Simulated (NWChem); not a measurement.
Everything below was run with NWChem. System: HFOSi, charge 0, spin multiplicity 1, at a geometry optimised with PBE0/def2-SVP. The structure started from a generated list of species. Level: TD-B3LYP/def2-SVPD, VWN1-RPA local correlation.

Job file:

```
start mol
memory heap 200 mb stack 900 mb global 1100 mb
geometry units angstroms nocenter noautoz
  Si    -0.624042    -0.000062     0.000000
  F      0.434754     1.257965     0.000000
  O      0.430326    -1.277341     0.000000
  H      1.381192    -1.102082     0.000000
  symmetry group Cs
end
basis spherical
  * library def2-svpd
end
dft
  xc b3lyp
  semidirect memsize 60000000 filesize 0
  iterations 100
end
tddft
  rpa
  nroots 5
  notriplet
  thresh 1e-4
end
task tddft energy
```

Output (cleaned and shortened):

```
             Northwest Computational Chemistry Package (NWChem) 7.3.0
             --------------------------------------------------------

                                NWChem Input Module
                                -------------------

 Scaling coordinates for geometry "geometry" by  1.889725989
 (inverse scale =  0.529177249)

 Turning off AUTOSYM since
 SYMMETRY directive was detected!

                             Geometry "geometry" -> ""
                             -------------------------

 Output coordinates in angstroms (scale by  1.889725989 to convert to a.u.)

  No.       Tag          Charge          X              Y              Z
 ---- ---------------- ---------- -------------- -------------- --------------
    1 Si                  14.0000    -0.62404200    -0.00006200     0.00000000
    2 F                    9.0000     0.43475400     1.25796500     0.00000000
    3 O                    8.0000     0.43032600    -1.27734100     0.00000000
    4 H                    1.0000     1.38119200    -1.10208200     0.00000000

 Effective nuclear repulsion energy (a.u.)     100.8521640421

            Nuclear Dipole moment (a.u.)
            ----------------------------
        X                 Y               Z
 ---------------- ---------------- ----------------
    -0.0000037795     0.0000132281     0.0000000000

      Symmetry information
      --------------------

 Group name             Cs
 Group number              2
 Group order               2
 No. of unique centers     4

      Symmetry unique atoms

     1    2    3    4


 Summary of "ao basis" -> "" (spherical)
 ------------------------------------------------------------------------------
       Tag                 Description            Shells   Functions and Types
 ---------------- ------------------------------  ------  ---------------------
 *                         def2-svpd                  on all atoms

                                 NWChem DFT Module
                                 -----------------

 Summary of "ao basis" -> "ao basis" (spherical)
 ------------------------------------------------------------------------------
       Tag                 Description            Shells   Functions and Types
 ---------------- ------------------------------  ------  ---------------------
 Si                        def2-svpd                10       24   5s3p2d
 F                         def2-svpd                 9       23   4s3p2d
 O                         def2-svpd                 9       23   4s3p2d
 H                         def2-svpd                 4        8   2s2p

 Summary of "ao basis" -> "ao basis" (spherical)
 ------------------------------------------------------------------------------
       Tag                 Description            Shells   Functions and Types
 ---------------- ------------------------------  ------  ---------------------
 Si                        def2-svpd                10       24   5s3p2d
 F                         def2-svpd                 9       23   4s3p2d
 O                         def2-svpd                 9       23   4s3p2d
 H                         def2-svpd                 4        8   2s2p

      Symmetry analysis of basis
      --------------------------

        a'         55
        a"         23

            General Information
            -------------------
          SCF calculation type: DFT
          Wavefunction type:  closed shell.
          No. of atoms     :     4
          No. of electrons :    32
           Alpha electrons :    16
            Beta electrons :    16
          Charge           :     0
          Spin multiplicity:     1
          Use of symmetry is: off; symmetry adaption is: on
          Maximum number of iterations: 100
          AO basis - number of functions:    78
                     number of shells:    32
          Convergence on energy requested:  1.00D-06
          Convergence on density requested:  1.00D-05
          Convergence on gradient requested:  5.00D-04

              XC Information
              --------------
                         B3LYP Method XC Potential
                     Hartree-Fock (Exact) Exchange  0.200
                        Slater Exchange Functional  0.800 local
                    Becke 1988 Exchange Functional  0.720 non-local
              Lee-Yang-Parr Correlation Functional  0.810
                  VWN I RPA Correlation Functional  0.190 local

             Grid Information
             ----------------
          Grid used for XC integration:  medium
          Radial quadrature: Mura-Knowles
          Angular quadrature: Lebedev.
          Tag              B.-S. Rad. Rad. Pts. Rad. Cut. Ang. Pts.
          ---              ---------- --------- --------- ---------
          Si                  1.10       88           9.0       590
          F                   0.50       49          10.0       434
          O                   0.60       49          10.0       434
          H                   0.35       45          10.0       434
          Grid pruning is: on
          Number of quadrature shells:   231
          Spatial weights used:  Erf1

          Convergence Information
          -----------------------
          Convergence aids based upon iterative change in
          total energy or number of iterations.
          Levelshifting, if invoked, occurs when the
          HOMO/LUMO gap drops below (HL_TOL):  1.00D-02
          DIIS, if invoked, will attempt to extrapolate
          using up to (NFOCK): 10 stored Fock matrices.

                    Damping( 0%)  Levelshifting(0.5)       DIIS
[...]
     0   0 0 0     -0.000000    -16.000000    -16.000000     32.000000

     1   1 0 0      0.209588      0.104796      0.104796     -0.000004
     1   0 1 0     -0.155655     -0.077834     -0.077834      0.000013
     1   0 0 1     -0.000000     -0.000000     -0.000000      0.000000

     2   2 0 0    -16.380327    -27.013658    -27.013658     37.646989
     2   1 1 0     -1.481803      1.039063      1.039063     -3.559929
     2   1 0 1      0.000000      0.000000      0.000000      0.000000
     2   0 2 0    -20.633906    -61.221883    -61.221883    101.809860
     2   0 1 1     -0.000000     -0.000000     -0.000000      0.000000
     2   0 0 2    -16.545703     -8.272851     -8.272851      0.000000

                                NWChem TDDFT Module
                                -------------------

            General Information
            -------------------
           No. of orbitals :     156
            Alpha orbitals :      78
             Beta orbitals :      78
        Alpha frozen cores :       0
         Beta frozen cores :       0
     Alpha frozen virtuals :       0
      Beta frozen virtuals :       0
         Spin multiplicity :       1
    Number of AO functions :      78
        Use of symmetry is : off
      Symmetry adaption is : on
         Schwarz screening :  0.10D-07

              XC Information
              --------------
                  B3LYP Method XC Potential
              Hartree-Fock (Exact) Exchange   0.20
                 Slater Exchange Functional   0.80 local
             Becke 1988 Exchange Functional   0.72 non-local
       Lee-Yang-Parr Correlation Functional   0.81
           VWN I RPA Correlation Functional   0.19 local

             TDDFT Information
             -----------------
          Calculation type : TDDFT
         Wavefunction type : Restricted singlets
          No. of electrons :      32
           Alpha electrons :      16
            Beta electrons :      16
              No. of roots :       5
          Max subspacesize :    5000
            Max iterations :     100
               Target root :       1
           Target symmetry : none
      Symmetry restriction : off
                 Algorithm : Optimal
        Davidson threshold :  0.10D-03

            Memory Information
            ------------------
          Available GA space size is         144173116 doubles
          Available MA space size is          50655988 doubles
          Length of a trial vector is          992
          Algorithm : Incore multiple tensor contraction
          Estimated peak GA usage is          20117616 doubles
          Estimated peak MA usage is             18000 doubles

    5 smallest eigenvalue differences (eV)
--------------------------------------------------------
  No. Spin  Occ  Vir  Irrep   E(Occ)    E(Vir)   E(Diff)
--------------------------------------------------------
    1    1   16   17 a"       -0.287    -0.073     5.824
    2    1   16   18 a'       -0.287    -0.002     7.753
    3    1   16   19 a'       -0.287     0.010     8.092
    4    1   15   17 a'       -0.375    -0.073     8.220
    5    1   14   17 a"       -0.386    -0.073     8.506
--------------------------------------------------------

  Entering Davidson iterations
  Restricted singlet excited states

  Iter   NTrls   NConv    DeltaV     DeltaE      Time
  ----  ------  ------  ---------  ---------  ---------
    1      5       0     0.37E+00   0.10+100       11.5
    2     15       0     0.81E-01   0.36E-01       13.3
    3     25       0     0.16E-01   0.21E-02       12.8
    4     35       0     0.72E-02   0.15E-03       12.7
    5     45       0     0.28E-02   0.23E-04       13.6
    6     55       0     0.10E-02   0.25E-05       14.4
    7     65       3     0.29E-03   0.37E-06       12.8
    8     69       5     0.91E-04   0.34E-07        9.4
  ----  ------  ------  ---------  ---------  ---------
  Convergence criterion met

  Ground state a'       -465.045211194470 a.u.

  ----------------------------------------------------------------------------
  Root   1 singlet a"             0.202116813 a.u.                5.4999 eV
  ----------------------------------------------------------------------------
     Transition Moments    X  0.00000   Y  0.00000   Z  1.01536
     Transition Moments   XX -0.00000  XY -0.00000  XZ -2.77510
     Transition Moments   YY  0.00000  YZ  0.17854  ZZ  0.00000
     Dipole Oscillator Strength                    0.1389152344
     Electric Quadrupole                           0.0000003400
     Magnetic Dipole                               0.0000032118
     Total Oscillator Strength                     0.1389187862

          sigma_e =   1.6832 Angstrom
          sigma_h =   1.5764 Angstrom
         |d_h->e| =   0.0728 Angstrom
            d_exc =   2.2918 Angstrom
            d_CD1 =   0.1797 Angstrom
            d_CD2 =  -1.5569 Angstrom
            d_CD3 =   2.3647 Angstrom
     Pearson C.C. =   0.0134

     Occ.   10  a'  ---  Virt.   17  a"   0.07352 X
     Occ.   14  a'  ---  Virt.   17  a"   0.14923 X
     Occ.   16  a'  ---  Virt.   17  a"  -0.98727 X
     Occ.   16  a'  ---  Virt.   17  a"   0.11991 Y
  ----------------------------------------------------------------------------
  Root   2 singlet a'             0.259595181 a.u.                7.0639 eV
  ----------------------------------------------------------------------------
     Transition Moments    X  0.55419   Y -0.49342   Z -0.00000
     Transition Moments   XX -0.53835  XY  0.98223  XZ  0.00000
     Transition Moments   YY  0.35811  YZ  0.00000  ZZ  1.11438
     Dipole Oscillator Strength                    0.0952857339
     Electric Quadrupole                           0.0000001536
     Magnetic Dipole                               0.0000006219
     Total Oscillator Strength                     0.0952865094

          sigma_e =   2.3567 Angstrom
          sigma_h =   1.5500 Angstrom
         |d_h->e| =   1.3978 Angstrom
            d_exc =   3.3114 Angstrom
            d_CD1 =   2.2045 Angstrom
            d_CD2 =  -0.5555 Angstrom
            d_CD3 =   4.7092 Angstrom
     Pearson C.C. =  -0.1444

     Occ.   15  a"  ---  Virt.   17  a"  -0.43831 X
     Occ.   16  a'  ---  Virt.   18  a'  -0.88354 X
     Occ.   16  a'  ---  Virt.   19  a'  -0.13614 X
     Occ.   16  a'  ---  Virt.   20  a'   0.05316 X
  ----------------------------------------------------------------------------
  Root   3 singlet a"             0.264126418 a.u.                7.1872 eV
  ----------------------------------------------------------------------------
     Transition Moments    X -0.00000   Y -0.00000   Z -0.35344
     Transition Moments   XX  0.00000  XY  0.00000  XZ  0.74990
     Transition Moments   YY -0.00000  YZ  0.02750  ZZ -0.00000
     Dipole Oscillator Strength                    0.0219966807
     Electric Quadrupole                           0.0000000553
     Magnetic Dipole                               0.0000009858
     Total Oscillator Strength                     0.0219977217

          sigma_e =   1.6267 Angstrom
          sigma_h =   1.4582 Angstrom
         |d_h->e| =   1.2013 Angstrom
            d_exc =   2.4801 Angstrom
            d_CD1 =   1.3698 Angstrom
            d_CD2 =  -0.3412 Angstrom
            d_CD3 =   3.6814 Angstrom
     Pearson C.C. =   0.0136

     Occ.   14  a'  ---  Virt.   17  a"   0.98621 X
     Occ.   16  a'  ---  Virt.   17  a"   0.14568 X
  ----------------------------------------------------------------------------
  Root   4 singlet a'             0.277923022 a.u.                7.5627 eV
  ----------------------------------------------------------------------------
     Transition Moments    X -0.81168   Y -0.40229   Z  0.00000
     Transition Moments   XX  1.22762  XY  2.23792  XZ -0.00000
     Transition Moments   YY -1.28133  YZ -0.00000  ZZ -0.88122
     Dipole Oscillator Strength                    0.1520528660
     Electric Quadrupole                           0.0000007802
     Magnetic Dipole                               0.0000011236
     Total Oscillator Strength                     0.1520547698

          sigma_e =   2.4124 Angstrom
          sigma_h =   1.5822 Angstrom
         |d_h->e| =   0.4188 Angstrom
            d_exc =   2.9790 Angstrom
            d_CD1 =   1.2490 Angstrom
            d_CD2 =  -1.5785 Angstrom
            d_CD3 =   3.3979 Angstrom
     Pearson C.C. =  -0.0493

     Occ.   13  a"  ---  Virt.   17  a"  -0.10994 X
     Occ.   15  a"  ---  Virt.   17  a"  -0.51389 X
     Occ.   16  a'  ---  Virt.   18  a'   0.12433 X
     Occ.   16  a'  ---  Virt.   19  a'   0.83109 X
     Occ.   16  a'  ---  Virt.   21  a'   0.07284 X
  ----------------------------------------------------------------------------
  Root   5 singlet a'             0.281147132 a.u.                7.6504 eV
  ----------------------------------------------------------------------------
     Transition Moments    X -0.27649   Y  1.16335   Z -0.00000
     Transition Moments   XX -0.94399  XY -0.62611  XZ  0.00000
     Transition Moments   YY -0.69599  YZ  0.00000  ZZ  1.30491
     Dipole Oscillator Strength                    0.2679931623
     Electric Quadrupole                           0.0000002263
     Magnetic Dipole                               0.0000037458
     Total Oscillator Strength                     0.2679971343

          sigma_e =   2.1153 Angstrom
          sigma_h =   1.5073 Angstrom
         |d_h->e| =   0.7313 Angstrom
            d_exc =   2.6889 Angstrom
            d_CD1 =   1.3393 Angstrom
            d_CD2 =  -1.0800 Angstrom
            d_CD3 =   3.4202 Angstrom
     Pearson C.C. =   0.0080

     Occ.   14  a'  ---  Virt.   19  a'   0.14894 X
     Occ.   14  a'  ---  Virt.   20  a'  -0.06860 X
     Occ.   14  a'  ---  Virt.   29  a'   0.06396 X
     Occ.   15  a"  ---  Virt.   17  a"  -0.69920 X
     Occ.   16  a'  ---  Virt.   18  a'   0.42355 X
     Occ.   16  a'  ---  Virt.   19  a'  -0.51193 X
     Occ.   16  a'  ---  Virt.   21  a'   0.14480 X
     Occ.   16  a'  ---  Virt.   27  a'   0.05227 X

              Target root =      1
          Target symmetry = none
      Ground state energy =   -465.045211194470
        Excitation energy =      0.202116812636
     Excited state energy =   -464.843094381834

  stored tddft:energy   -464.84309438183357

 Task  times  cpu:      103.5s     wall:      103.5s

 Total times  cpu:      103.5s     wall:      103.5s
```
